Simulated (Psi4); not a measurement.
silicon monosulfide (SSi), singlet, at a GFN2-xTB geometry; HF/def2-TZVPD (Psi4 1.11).

The Psi4 input:
```
memory 2 GB

molecule mol {
0 1
  Si   -0.000000   -0.000000   -1.066604
  S     0.000000    0.000000    0.933278
}

set basis def2-tzvpd
set reference rhf
set s_tolerance 1e-4
set s_orthogonalization canonical

energy('scf')
print_variables()
```

Problem. Write the output that Psi4 gives for this input, abridged.

Solution. 
```
   => Loading Basis Set <=

    Name: DEF2-TZVPD
    Role: ORBITAL
    Keyword: BASIS

         ---------------------------------------------------------
                                   SCF
               by Justin Turney, Rob Parrish, Andy Simmonett
                          and Daniel G. A. Smith
                              RHF Reference
         ---------------------------------------------------------

  ==> Geometry <==

    Molecular point group: c2v
    Full point group: C_inf_v

    Geometry (in Angstrom), charge = 0, multiplicity = 1:

       Center              X                  Y                   Z               Mass
    ------------   -----------------  -----------------  -----------------  -----------------
         SI           0.000000000000     0.000000000000    -1.066579460673    27.976926534650
         S            0.000000000000     0.000000000000     0.933302539327    31.972071174400

  Running in c2v symmetry.

  Rotational constants: A = ************  B =      0.28249  C =      0.28249 [cm^-1]
  Rotational constants: A = ************  B =   8468.75579  C =   8468.75579 [MHz]
  Nuclear repulsion =   59.271344604371656

  Charge       = 0
  Multiplicity = 1
  Electrons    = 30
  Nalpha       = 15
  Nbeta        = 15

  ==> Algorithm <==

  SCF Algorithm Type is DF.
  DIIS enabled.
  MOM disabled.
  Fractional occupation disabled.
  Guess Type is SAD.
  Energy threshold   = 1.00e-06
  Density threshold  = 1.00e-06
  Integral threshold = 1.00e-12

  ==> Primary Basis <==

  Basis Set: DEF2-TZVPD
    Blend: DEF2-TZVPD
    Number of shells: 31
    Number of basis functions: 89
    Number of Cartesian functions: 101
    Spherical Harmonics?: true
    Max angular momentum: 3

   => Loading Basis Set <=

    Name: (DEF2-TZVPD AUX)
    Role: JKFIT
    Keyword: DF_BASIS_SCF

  ==> Integral Setup <==

  SCF_SUBTYPE=INCORE selected. In-core MEM_DF algorithm will be used.
  Using in-core AOs.

  ==> MemDFJK: Density-Fitted J/K Matrices <==

    J tasked:                   Yes
    K tasked:                   Yes
    wK tasked:                   No
    Algorithm:                 Core
    Schwarz Cutoff:           1E-12
    Mask sparsity (%):       0.7070
    Fitting Condition:        1E-10

   => Auxiliary Basis Set <=

  Basis Set: (DEF2-TZVPD AUX)
    Blend: DEF2-UNIVERSAL-JKFIT
    Number of shells: 76
    Number of basis functions: 256
    Number of Cartesian functions: 310
    Spherical Harmonics?: true
    Max angular momentum: 4

    Using canonical orthogonalization.
  Minimum eigenvalue in the overlap matrix is 7.3713904815E-04.
  Reciprocal condition number of the overlap matrix is 1.5293793159E-04.

  ==> Pre-Iterations <==

  SCF Guess: Superposition of Atomic Densities via on-the-fly atomic UHF (no occupation information).

   -------------------------
    Irrep   Nso     Nmo
   -------------------------
     A1        39      39
     A2         8       8
     B1        21      21
     B2        21      21
   -------------------------
    Total      89      89
   -------------------------

  ==> Iterations <==

                           Total Energy        Delta E     RMS |[F,P]|

   @DF-RHF iter SAD:  -685.78898577035864   -6.85789e+02   0.00000e+00
   @DF-RHF iter   1:  -686.45136490732671   -6.62379e-01   6.24618e-03 DIIS/ADIIS
   @DF-RHF iter   2:  -686.47143828347976   -2.00734e-02   3.82978e-03 DIIS/ADIIS
   @DF-RHF iter   3:  -686.49187328351820   -2.04350e-02   5.88378e-04 DIIS/ADIIS
   @DF-RHF iter   4:  -686.49240351537492   -5.30232e-04   1.08347e-04 DIIS/ADIIS
   @DF-RHF iter   5:  -686.49245545277336   -5.19374e-05   3.10787e-05 DIIS
   @DF-RHF iter   6:  -686.49245956618097   -4.11341e-06   1.29651e-05 DIIS
   @DF-RHF iter   7:  -686.49246047342535   -9.07244e-07   4.52853e-06 DIIS
   @DF-RHF iter   8:  -686.49246058710560   -1.13680e-07   7.32192e-07 DIIS
  Energy and wave function converged.

  ==> Post-Iterations <==

    Orbital Energies [Eh]
    ---------------------

    Doubly Occupied:

[...]
    Virtual:

[...]
    Final Occupation by Irrep:
             A1    A2    B1    B2
    DOCC [     9,    0,    3,    3 ]
    NA   [     9,    0,    3,    3 ]
    NB   [     9,    0,    3,    3 ]

  @DF-RHF Final Energy:  -686.49246058710560

   => Energetics <=

    Nuclear Repulsion Energy =             59.2713446043716559
    One-Electron Energy =               -1068.8600527312410122
    Two-Electron Energy =                 323.0962475397637945
    Total Energy =                       -686.4924605871055974

Computation Completed

Properties will be evaluated at   0.000000,   0.000000,   0.000000 [a0]

Properties computed using the SCF density matrix

 Multipole Moments:

 ------------------------------------------------------------------------------------
     Multipole            Electronic (a.u.)      Nuclear  (a.u.)        Total (a.u.)
 ------------------------------------------------------------------------------------

 L = 1.  Multiply by 2.5417464519 to convert [e a0] to [Debye]
 Dipole X            :          0.0000000            0.0000000            0.0000000
 Dipole Y            :          0.0000000            0.0000000            0.0000000
 Dipole Z            :         -1.0578739            0.0013761           -1.0564978
 Magnitude           :                                                    1.0564978

 ------------------------------------------------------------------------------------

  Variable Map:
  ----------------------------------------------------------------------------
[...]
  Array Variable Map:
  ----------------------------------------------------------------------------
[...]
[...]
```
